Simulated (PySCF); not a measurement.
C₂H₆Cl₂Hf, SMILES [CH3][Hf]([Cl])([Cl])[CH3], multiplicity 1.

Geometry: PBE0-D3(BJ)/def2-SVP. The spin state was assumed, not searched. The def2 effective core potentials stand for the cores of Hf; spin–orbit coupling is left out.

The numbers are results of PySCF with PBE0/def2-TZVP, not measurements.

Symmetry labels are those of the subgroup C2v that the program uses (full group C2v).

Computed valence orbital energies around the gap with their symmetry:
| orbital | symmetry | energy (eV) |
|---|---|---|
| HOMO−7 | A1 | -10.92 |
| HOMO−6 | B1 | -10.30 |
| HOMO−5 | A1 | -9.82 |
| HOMO−4 | A2 | -9.61 |
| HOMO−3 | B2 | -9.58 |
| HOMO−2 | B1 | -9.36 |
| HOMO−1 | A1 | -8.48 |
| HOMO | B2 | -8.15 |
| LUMO | A1 | -1.43 |
| LUMO+1 | A2 | -1.38 |
| LUMO+2 | B1 | -0.70 |
| LUMO+3 | A1 | -0.40 |
